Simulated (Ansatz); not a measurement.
Two structures of AlNH₄OF₂, singlet, reached by relaxing down either side of one saddle point (PBE0-D4/def2-TZVP). Energies are electronic, without zero-point energy. Program: Ansatz 0.2.0. Basis: def2-TZVPP and def2-QZVPP. Cores are frozen in the correlated methods. Extrapolation: Hartree–Fock as exp(−7.88 √X), correlation as X^−2.97. First:

| atom | x (Å) | y (Å) | z (Å) |
| --- | --- | --- | --- |
| Al1 | -0.7530 | -0.3462 | 0.0987 |
| O2 | -1.1910 | 1.2360 | -0.3666 |
| F3 | -0.9426 | -1.5885 | -0.9919 |
| F4 | -0.9525 | -0.8039 | 1.6860 |
| H5 | 1.3884 | 0.8983 | -0.2611 |
| N6 | 1.2198 | -0.0622 | 0.0238 |
| H7 | -2.0814 | 1.5599 | -0.4697 |
| H8 | 1.6521 | -0.2119 | 0.9297 |
| H9 | 1.6603 | -0.6816 | -0.6487 |

Second:

| atom | x (Å) | y (Å) | z (Å) |
| --- | --- | --- | --- |
| Al1 | -0.4072 | -0.6686 | 0.1066 |
| O2 | -0.9297 | 1.0919 | -0.5771 |
| F3 | -1.0171 | -1.7142 | -1.0187 |
| F4 | -1.2088 | -0.5522 | 1.5597 |
| H5 | -0.0688 | 1.5399 | -0.5587 |
| N6 | 1.3517 | -0.3186 | 0.0986 |
| H7 | -1.5420 | 1.5715 | -0.0070 |
| H8 | 1.8551 | -0.1870 | 0.9628 |
| H9 | 1.9669 | -0.7627 | -0.5660 |

Q: Which bonds change from the first to the second?

A: AlHOF₂ ([OH][Al]([F])[F]) + NH₃ → AlNH₂F₂ ([NH2][Al]([F])[F]) + H₂O (still joined by a long Al–O bond); bonds formed: O2–H5; dative contacts that become bonds: Al1–N6; bonds broken: H5–N6; bonds weakened to dative contacts: Al1–O2.

Q: Give the saddle point's structure and its height above each. (An estimate is asked for; the value comes from the calculation.)

A: By the calculation: 1.230 eV above the first and 0.253 eV above the second (CCSD(T) at an estimated basis limit (MP2 extrapolated from triple and quadruple zeta, plus CCSD(T) − MP2 in triple zeta)).
Al1  (-0.596, -0.681, 0.105)
O2  (-0.819, 1.055, -0.568)
F3  (-1.039, -1.825, -0.994)
F4  (-1.245, -0.734, 1.625)
H5  (0.288, 0.981, -0.360)
N6  (1.184, -0.100, 0.040)
H7  (-1.287, 1.741, -0.085)
H8  (1.699, 0.019, 0.901)
H9  (1.816, -0.457, -0.663)
(Å)

T1 diagnostic: at most 0.012.

Labels in which every atom is bracketed show which atoms are joined, not bond orders.

For scale, one of the runs: CCSD(T)/def2-TZVPP, 222 basis functions, launched by `ansatz run in.yaml --threads 4 --pin off --events-out ev --progress --plain --max-ram 9574MiB`. Time: 2.7 min of wall clock on 4 CPU threads of an Arm Neoverse N1; the host was shared. Peak host memory: 3.7 GiB.
